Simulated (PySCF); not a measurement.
Does the structure fit the spectrum?

A compound C8H10OSi gives the data below (simulated from a calculation) and was assigned the structure `C=C1C(=C)C(CC=O)=C1[SiH3]`.

13C{1H} NMR (computed): δ 190.8 (CH), 179.6 (C), 156.8 (C), 150.8 (C), 147.1 (C), 110.1 (CH2), 95.5 (CH2), 16.1 (CH2).

1H NMR (400 MHz, computed): δ 10.32 (s, 1H), 5.68 (m, 1H), 5.57 (m, 1H), 5.22 (m, 1H), 5.09 (m, 1H), 3.94 (t, 3H), 2.74 (q, 2H).

Method: structure optimised with GFN2-xTB, GIAO PBE0/pcSseg-1 shieldings, in PySCF (fast rotation and ring inversion assumed for equivalent nuclei, single conformer, non-relativistic Hamiltonian, gas phase).

Scale: 1H and 13C against TMS (reference shieldings calculated alike).

(1) Compare with the shifts computed for the proposed structure, pairing carbons in order of shift.

(2) Which isomer fits?

Results:

(1) Atoms are numbered as in `[CH2:1]=[C:2]1[C:3](=[CH2:4])[C:5]([CH2:6][CH:7]=[O:8])=[C:9]1[SiH3:10]`. Hydrogens are named by the atom that carries them.

| atom | computed for proposal | given list | difference |
| --- | --- | --- | --- |
| C7 | 196.3 | 190.8 | +5.5 |
| C5 | 169.8 | 179.6 | -9.8 |
| C9 | 160.2 | 156.8 | +3.4 |
| C2 | 157.9 | 150.8 | +7.1 |
| C3 | 156.9 | 147.1 | +9.8 |
| C4 | 99.9 | 110.1 | -10.2 |
| C1 | 99.7 | 95.5 | +4.2 |
| C6 | 48.0 | 16.1 | +31.9 |

The rms difference is 13.4 ppm and the largest +31.9 ppm at C6 (sp3 CH2 α to a carbonyl). The proposal doesn't fit.

(2) `C1(C[SiH3])=C(C=O)C(=C)C1=C`.

- Carbon types of the structure: 4 × C, 1 × CH, 3 × CH2, leaving 3 H on heteroatoms.
- δC 190.8: aldehyde carbonyl carbon; the double bond to the heteroatom, with no lone-pair donor beside it, deshields it most.
- δC 179.6: β carbon of a C=C–C=O unit; conjugation with the carbonyl draws π density from the β position.
- δC 110.1, 95.5: terminal =CH2 carbon.
- δH 10.32: hydrogen on an aldehyde carbonyl carbon; deshielded by the polar, anisotropic C=O bond.

Other isomers checked: C=Cc1ccccc1O[SiH3] (rms 43.4 ppm); CC(=O)C#CC1=C[SiH2][C@H]1C (rms 43.8 ppm).

This is the structure that produced the data.

Shifts are as computed. Against solution values, carbons near 30 ppm lie about +3 ppm off and those near 130 ppm about +5 ppm. Of 1211 compounds with measured shifts, 218 miss one by over three times the rms of a fit or turn the order of signals round; such compounds aren't used in these exercises. No couplings were computed; multiplicities are counted from neighbouring protons, with m where these are inequivalent, close in shift, in a saturated or five-membered ring or joined by F or P, and br s for small geminal =CH2 splittings.
